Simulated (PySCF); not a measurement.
Job file and geometry (Å, from GFN2-xTB) of an NMR shielding run on SMILES CCC1=CC[SiH2][C@@H]1F, C6H11FSi, GIAO PBE0/pcSseg-1 NMR shielding, non-relativistic, gas phase in PySCF; density fitting, a coarse starting grid and PySCF grid level 2 are the driver's defaults:

```
$ OMP_NUM_THREADS=1 python probes_run.py task.json out

{"job": {"kind": "nmr", "xc": "PBE0", "basis": "pcSseg-1"}, "charge": 0, "multiplicity": 1}
C      2.561091     0.363908    -0.272097
C      1.616562    -0.796375     0.047995
C      0.189852    -0.343606     0.143991
C     -0.484812    -0.201725     1.276782
C     -1.915443     0.251163     1.257206
Si    -2.337729     0.426818    -0.593847
C     -0.544723    -0.023809    -1.132839
F     -0.525415    -1.131031    -1.984555
H      2.327662     0.797273    -1.241855
H      3.590430     0.013347    -0.294680
H      2.474966     1.141746     0.484224
H      1.696644    -1.551448    -0.737998
H      1.914985    -1.253289     0.993862
H     -0.028206    -0.403696     2.235914
H     -2.013481     1.189333     1.806948
H     -2.539955    -0.472926     1.783677
H     -3.288507    -0.555441    -1.105463
H     -2.679009     1.797469    -0.981382
H     -0.024716     0.761539    -1.693343
```

Task: What does the program print?

Result: 
```
coarse grid: 16048 points
cycle   1  E = -623.8981941079  dE =  8.541e-01  |g| = 5.623e-01  |ddm| = 3.887e+00
cycle   2  E = -623.8712380232  dE =  2.696e-02  |g| = 7.161e-01  |ddm| = 1.101e+00
cycle   3  E = -623.9649796333  dE = -9.374e-02  |g| = 6.895e-02  |ddm| = 6.446e-01
cycle   4  E = -623.9655663345  dE = -5.867e-04  |g| = 3.623e-02  |ddm| = 8.261e-02
cycle   5  E = -623.9658487850  dE = -2.825e-04  |g| = 6.123e-03  |ddm| = 4.163e-02
cycle   6  E = -623.9658544721  dE = -5.687e-06  |g| = 3.474e-03  |ddm| = 8.160e-03
cycle   7  E = -623.9658573977  dE = -2.926e-06  |g| = 4.658e-04  |ddm| = 3.186e-03
final grid: 149872 points
cycle   8  E = -624.0212774898  dE = -5.023e-05  |g| = 9.093e-03  |ddm| = 3.988e-02
cycle   9  E = -624.0212656242  dE =  1.187e-05  |g| = 1.188e-02  |ddm| = 1.984e-02
cycle  10  E = -624.0212979666  dE = -3.234e-05  |g| = 1.269e-03  |ddm| = 1.141e-02
cycle  11  E = -624.0212982165  dE = -2.499e-07  |g| = 3.111e-04  |ddm| = 1.223e-03
cycle  12  E = -624.0212982330  dE = -1.648e-08  |g| = 7.987e-05  |ddm| = 2.878e-04
cycle  13  E = -624.0212982341  dE = -1.074e-09  |g| = 4.703e-05  |ddm| = 1.164e-04
cycle  14  E = -624.0212982346  dE = -5.589e-10  |g| = 6.377e-06  |ddm| = 4.801e-05
converged SCF energy = -624.0212982346

GIAO shielding tensors (ppm)
atom      isotropic    diamagn.    paramagn.     s11        s22        s33       span
  0 C      170.914     246.987     -76.073    154.574    171.371    186.798     32.224
  1 C      159.265     244.951     -85.686    144.505    159.767    173.523     29.018
  2 C       30.065     263.970    -233.905    -80.878     39.270    131.803    212.681
  3 C       49.805     254.819    -205.015    -46.149     66.108    129.455    175.605
  4 C      171.247     253.886     -82.639    156.798    159.865    197.078     40.280
  5 Si     380.245     880.066    -499.821    335.812    381.566    423.356     87.545
  6 C       95.871     245.249    -149.378     51.883     82.439    153.292    101.409
  7 F      410.066     474.828     -64.762    372.270    408.991    448.937     76.667
  8 H       30.261      30.411      -0.150     25.390     30.019     35.376      9.986
  9 H       30.500      27.834       2.666     26.194     27.332     37.973     11.779
 10 H       31.028      30.385       0.643     27.015     29.536     36.532      9.517
 11 H       29.046      30.421      -1.375     24.926     28.651     33.560      8.633
 12 H       29.512      31.527      -2.015     24.547     29.221     34.769     10.222
 13 H       25.727      34.321      -8.594     22.904     25.574     28.703      5.799
 14 H       30.043      30.043       0.000     25.748     27.275     37.107     11.358
 15 H       29.794      29.379       0.415     25.311     27.051     37.020     11.709
 16 H       27.265      28.618      -1.353     24.146     25.060     32.589      8.444
 17 H       27.320      28.571      -1.251     24.122     24.947     32.891      8.770
 18 H       25.899      31.203      -5.303     24.833     25.178     27.687      2.854
```

Task: Turn these shieldings into chemical shifts. δ = σ(ref) − σ, references computed at the same level: $^{13}$C (σ = 186.93 ppm) and $^{29}$Si (σ = 349.16 ppm) and $^{1}$H (σ = 31.72 ppm) vs TMS; $^{19}$F (σ = 170.95 ppm) vs CFCl3.

Result: Averaging equivalent atoms: C 2: 156.9; C 3: 137.1; C 6: 91.1; C 1: 27.7; C 0: 16.0; C 4: 15.7; Si 5: -31.1; F 7: -239.1; H 13: 5.99; H 18: 5.82; H 16: 4.45; H 17: 4.40; H 11: 2.67; H 12: 2.20; H 15: 1.92; H 14: 1.67; H 8/9/10: 1.12 ppm. Unscaled 19F shifts against computed CFCl3 carry errors that often reach 10 to 50 ppm.

Size and cost of the density-fitted run: 198 basis functions, 40 s wall time on 1 thread of an Arm Neoverse V1, shared host; peak memory 0.88 GiB.
